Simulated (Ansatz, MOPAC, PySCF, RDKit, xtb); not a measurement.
Dimer: SiH4 (SMILES [SiH4]) (first 5 atoms) with Si2H6 (SMILES [SiH3][SiH3]); geometry from B3LYP-D3(BJ)/def2-TZVP, rigid monomers moved along the line of their centres of mass till Si1···H11 is 2.91 Å.
(charge 0, multiplicity 1):
```xyz
13

Si    -0.09560     0.11066    -0.15922
H     -0.20769    -1.14788     0.61127
H     -1.44792     0.59387    -0.51598
H      0.68626    -0.13496    -1.39233
H      0.59194     1.12906     0.66523
Si     0.89219    -0.86902     3.48730
Si    -0.79458     0.75987     3.46542
H      0.30439    -2.21822     3.30591
H      1.60142    -0.83246     4.79002
H      1.87796    -0.62903     2.40747
H     -1.63969     0.63462     2.25369
H     -0.20170     2.11871     3.48922
H     -1.66361     0.59974     4.65713
```

```json
[
 {"level": "UFF", "interaction energy (kJ/mol)": "-2.3", "cost": "-"},
 {"level": "GFN-FF", "interaction energy (kJ/mol)": "-4.7", "cost": "-"},
 {"level": "PM7", "interaction energy (kJ/mol)": "38.6", "cost": "-"},
 {"level": "GFN1-xTB", "interaction energy (kJ/mol)": "-18.0", "cost": "-"},
 {"level": "GFN2-xTB", "interaction energy (kJ/mol)": "-1.4", "cost": "-"},
 {"level": "PBE/def2-TZVPPD", "interaction energy (kJ/mol)": "3.4", "cost": "×1"},
 {"level": "PBE-D4/def2-TZVPPD", "interaction energy (kJ/mol)": "-6.3", "cost": "×1"},
 {"level": "BP86/6-31G* (no counterpoise)", "interaction energy (kJ/mol)": "10.5", "cost": "-"},
 {"level": "r2SCAN/def2-TZVPPD", "interaction energy (kJ/mol)": "-0.5", "cost": "×1"},
 {"level": "r2SCAN-D3(BJ)/def2-TZVPPD", "interaction energy (kJ/mol)": "-4.1", "cost": "×1"},
 {"level": "r2SCAN-D4/def2-TZVPPD", "interaction energy (kJ/mol)": "-3.5", "cost": "×1"},
 {"level": "B3LYP/6-31G*", "interaction energy (kJ/mol)": "13.1", "cost": "-"},
 {"level": "B3LYP/LANL2DZ (no counterpoise)", "interaction energy (kJ/mol)": "14.2", "cost": "-"},
 {"level": "B3LYP/def2-TZVPPD", "interaction energy (kJ/mol)": "10.9", "cost": "×1"},
 {"level": "B3LYP-D3(BJ)/def2-TZVPPD", "interaction energy (kJ/mol)": "-6.3", "cost": "×1"},
 {"level": "B3LYP-D4/def2-TZVPPD", "interaction energy (kJ/mol)": "-4.5", "cost": "×1"},
 {"level": "PBE0-D3(BJ)/def2-TZVPPD", "interaction energy (kJ/mol)": "-6.7", "cost": "×1"},
 {"level": "MP2/6-31G* (no counterpoise)", "interaction energy (kJ/mol)": "3.9", "cost": "-"},
 {"level": "CCSD/aug-cc-pV(D+d)Z", "interaction energy (kJ/mol)": "1.7", "cost": "-"},
 {"level": "CCSD(T)/aug-cc-pV(D+d)Z", "interaction energy (kJ/mol)": "-0.3", "cost": "×9"}
]
```

The rows run from -18.0 (GFN1-xTB) to 38.6 kJ/mol (PM7). The dispersion term adds -9.7 in PBE-D4, -3.5 in r2SCAN-D3(BJ), -2.9 in r2SCAN-D4. The 3 functionals in def2-TZVPPD without D3 or D4 span 11.4, from r2SCAN to B3LYP.

Monomers are frozen at their geometry in the pair; levels with a basis set take the counterpoise correction. Rows marked so take none. RDKit's UFF carries no charges.

Frozen-core correlation. Rows in 6-31G*, LANL2DZ carry no dispersion term and start afresh at each structure (6-31G* with six Cartesian d functions). MP2/6-31G* freezes PySCF's default core. LANL2DZ brings its own core potentials from Na on. The state that PM7 reach isn't checked; PM7 holds dispersion and hydrogen-bond terms.

The values were computed with Ansatz (a quantum-chemistry and plane-wave program) with Gaussian orbitals; MOPAC for PM7 (differences of heats of formation); PySCF for 6-31G* rows, LANL2DZ rows, the dispersion terms; RDKit for the force fields; xtb for the GFN methods. Values without a source in brackets are computed.

Costs are rough ratios of core time to PBE/def2-TZVPPD (about 14 s over the structures, on one shared machine); a dash marks a level with no comparable run of its own.
